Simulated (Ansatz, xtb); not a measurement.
## Relative energy of two structures of FGeH4Si2+

Structure I is a singlet given by its coordinates and structure II is a singlet given by its coordinates. Both are isolated ions in the gas phase, relaxed with B3LYP-D3(BJ)/def2-SVP.

I (Å):

```csv
atom,x (Å),y (Å),z (Å)
F,-1.9758,1.9040,-1.0952
Ge,0.8213,3.7456,-0.3776
Si,-0.9650,2.0764,0.1452
Si,1.3731,1.2908,-0.6888
H,-1.4726,1.4924,1.4092
H,1.3931,0.7459,-2.0679
H,-0.0175,0.6225,-0.1797
H,2.2503,0.6722,0.3369
```

Close contacts (Å): F1–Si3 1.61, Ge2–Si3 2.50, Ge2–Si4 2.54, Si3–Si4 2.60, Si3–H5 1.48, Si3–H7 1.77, Si4–H6 1.48, Si4–H7 1.62, Si4–H8 1.48.

II (Å):

```
atom    x (Å)    y (Å)    z (Å)
   F   0.2713   0.6452  -2.3913
  Ge  -1.2603  -1.1069  -0.0003
  Si   0.1731   0.6717  -0.7797
  Si   0.8969   2.7343   0.1909
   H   0.4641   2.6363   1.6075
   H   0.1953   3.7870  -0.5842
   H   2.3706   2.7251   0.0203
   H  -1.6682   0.5399  -0.4984
```

Close contacts (Å): F1–Si3 1.61, Ge2–Si3 2.41, Si3–Si4 2.39, Ge2–H8 1.77, Si3–H8 1.87, Si4–H5 1.48, Si4–H6 1.48, Si4–H7 1.48.

**Question.** Which of the two would you expect CCSD(T)/def2-SVP + ΔMP2/def2-TZVPP electronic energies to favour?

**Answer.** Structure I; the calculation gives E(II) − E(I) = +23.2 kJ/mol.

Level by level:

```csv
level,geometry,E(II) − E(I) (kJ/mol),departure from the last row (kJ/mol),"job, with rough time for the two"
B3LYP-D3(BJ)/def2-SVP,B3LYP-D3(BJ)/def2-SVP,+14.2,−9.0,"optimisation, 77 s"
HF/def2-SVP,B3LYP-D3(BJ)/def2-SVP,+8.2,−15.0,part of the CCSD(T) run
MP2/def2-SVP,B3LYP-D3(BJ)/def2-SVP,+21.1,−2.1,part of the CCSD(T) run
CCSD(T)/def2-SVP,B3LYP-D3(BJ)/def2-SVP,+15.9,−7.2,single point
CCSD(T)/def2-SVP + ΔMP2/def2-TZVPP,B3LYP-D3(BJ)/def2-SVP,+23.2,,"single point, 16 s"
```

The levels shown agree on the order. The largest departure from CCSD(T)/def2-SVP + ΔMP2/def2-TZVPP is that of HF/def2-SVP, 15.0 kJ/mol. Levels run at GFN2-xTB geometries aren't shown. The last row adds to CCSD(T) the change of the MP2 difference between the two basis sets, here +7.2 kJ/mol.

With harmonic frequencies from B3LYP-D3(BJ)/def2-SVP (ideal gas, rigid rotor, one conformer each, 400 K, 1 atm): on the last row, ΔE + ΔZPE = +18.2, ΔH = +19.6, ΔG = +12.9 kJ/mol.

The correlated steps freeze 20 core orbitals; the filled d shell of Ge is correlated, in a basis made for valence electrons. Codes used: Ansatz 0.2.0; the last row on 2 threads of Intel(R) Xeon(R) 6975P-C (Granite Rapids) on a shared host.
